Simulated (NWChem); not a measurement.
**Basis-set convergence for AlClF$_{2}$**

```xyz
4

Al     0.0000     0.0000     0.4183
F     -1.4183     0.0000     1.2546
F      1.4183     0.0000     1.2546
Cl     0.0000     0.0000    -1.6483
```
Charge 0, spin multiplicity 1.

Everything below was run with NWChem. All single points use one geometry, from PBE0/def2-SVP, a minimum by its harmonic frequencies.

Quantity: LUMO energy at the level PBE.

The Pople sets run with spherical d functions. The structure started from a generated list of species.

```
basis        functions  LUMO energy (eV)
-----------  ---------  ----------------
3-21G               44             -2.35
pcseg-1             64             -2.45
6-31+G*             80             -2.60
def2-SVPD           97               ___
aug-cc-pVDZ        100             -2.56
6-311++G**         104               ___
def2-TZVPD         169             -2.50
aug-cc-pVTZ        192               ___
cc-pVQZ            228             -2.41
def2-QZVP          254             -2.44
```

Problem. Complete the blanks.

Solution. 
- def2-SVPD, LUMO energy (eV): -2.53
- 6-311++G**, LUMO energy (eV): -2.64
- aug-cc-pVTZ, LUMO energy (eV): -2.48
